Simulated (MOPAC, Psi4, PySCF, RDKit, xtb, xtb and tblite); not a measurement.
Two geometries of SMILES CC(=O)CCC(C)=O, singlet, relaxed at GFN2-xTB with one dihedral held; other torsions can differ between them too.

Structure A

```
18

C     -3.1235     0.5141    -0.1970
C     -1.8752    -0.3060     0.0044
O     -1.8964    -1.5009     0.1577
C     -0.5948     0.5026     0.0054
C      0.6374    -0.3482     0.3027
C      1.6496    -0.3215    -0.8233
C      2.9207    -1.0761    -0.5294
O      1.4596     0.2580    -1.8625
H     -3.3080     1.1064     0.6976
H     -3.0018     1.1956    -1.0346
H     -3.9762    -0.1372    -0.3690
H     -0.7001     1.3346     0.7020
H     -0.4812     0.9306    -0.9972
H      1.1290    -0.0533     1.2300
H      0.3140    -1.3885     0.4230
H      3.4962    -0.5269     0.2138
H      3.5164    -1.1733    -1.4330
H      2.6965    -2.0593    -0.1246
```

Structure B

```
18

C      3.0553     0.3376     0.0053
C      1.7418    -0.3855    -0.1111
O      1.6506    -1.5862    -0.1486
C      0.5267     0.5238    -0.1686
C     -0.7180    -0.2286     0.2939
C     -0.5378    -0.7119     1.7227
C     -1.3645    -1.9154     2.0820
O      0.2135    -0.1726     2.4948
H      3.1537     0.6819     1.0340
H      3.0818     1.2050    -0.6491
H      3.8806    -0.3326    -0.2194
H      0.7003     1.3933     0.4660
H      0.4077     0.8671    -1.1989
H     -0.9051    -1.0851    -0.3543
H     -1.5936     0.4243     0.2649
H     -0.8969    -2.7864     1.6247
H     -1.3869    -2.0550     3.1594
H     -2.3742    -1.8246     1.6901
```

Q: Which is lower in energy at the level Psi4 1.11 with PBE0-D3(BJ)/def2-SVP // GFN2-xTB, and by how much?

A: B is lower, by 5.03 kJ/mol (dihedral C2–C4–C5–C6: 120° in A, 60° in B).

E(B) − E(A) in kJ/mol at the other levels, on the same two geometries: GFN2-xTB (xtb and tblite) -3.63; MMFF94 // GFN2-xTB (RDKit) -18.09; PBE0/def2-SVP // GFN2-xTB (Psi4) -2.91; PBE/def2-SVP // GFN2-xTB (Psi4) -0.61; PBE-D3(BJ)/def2-SVP // GFN2-xTB (Psi4) -2.88; UFF // GFN2-xTB (RDKit) -33.59; PM7, restricted, heats of formation // GFN2-xTB (MOPAC) -3.12; PM6, restricted, heats of formation // GFN2-xTB (MOPAC) 2.21; GFN1-xTB // GFN2-xTB (xtb) -4.14; restricted B3LYP/6-31G*, spherical d, density fitting // GFN2-xTB (PySCF) -3.44; restricted Hartree-Fock/6-31G*, spherical d, density fitting // GFN2-xTB (PySCF) -11.45; restricted M06-2X/6-31G*, spherical d, density fitting // GFN2-xTB (PySCF) -9.65; restricted MP2 (frozen core)/6-31G*, spherical d // GFN2-xTB (PySCF) -9.84.
